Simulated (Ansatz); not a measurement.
One change: `BN(C)[SiH2][SiH3]` becomes `BN(B)C`.

Ansatz, PBE0-D4/def2-TZVP geometries, multiplicity 1. Each molecule was computed in one conformer, which needn't be the lowest.

| property | `BN(C)[SiH2][SiH3]` |
| --- | --- |
| HOMO energy (PBE/def2-TZVPP) / eV | -6.82 |
| HOMO energy (ωB97M-V/def2-TZVPP) / eV | -10.34 |
| HOMO energy (B3LYP/def2-TZVPP) / eV | -7.82 |
| ideal-gas entropy at 298 K and 1 bar (rigid rotor, harmonic PBE0-D4/def2-TZVP) / J/(mol·K) | 376 |
| HOMO–LUMO gap (ωB97M-V/def2-TZVPP) / eV | 11.93 |
| LUMO energy (ωB97M-V/def2-TZVPP) / eV | 1.59 |

What does the change do to each property? (An estimate is asked.)

The calculation gave: 
| property | `BN(B)C` | shift |
| --- | --- | --- |
| HOMO energy (PBE/def2-TZVPP) / eV | -7.49 | -0.67 |
| HOMO energy (ωB97M-V/def2-TZVPP) / eV | -11.05 | -0.71 |
| HOMO energy (B3LYP/def2-TZVPP) / eV | -8.50 | -0.68 |
| ideal-gas entropy at 298 K and 1 bar (rigid rotor, harmonic PBE0-D4/def2-TZVP) / J/(mol·K) | 306 | -70 |
| HOMO–LUMO gap (ωB97M-V/def2-TZVPP) / eV | 11.70 | -0.23 |
| LUMO energy (ωB97M-V/def2-TZVPP) / eV | 0.64 | -0.95 |

With PBE0 the HOMO falls by 0.69 eV and the LUMO falls by 1.10 eV, so the gap narrows by about 0.41 eV. PBE moves the HOMO by -0.67 eV and ωB97M-V by -0.71 eV. The zero-point energy changes by -54.6 kJ/mol with -12 modes. Modes under 60 cm⁻¹, often nearly free rotors, make the harmonic entropy too high.

B3LYP here is the variant with VWN-RPA as its local correlation; programs differ in this.
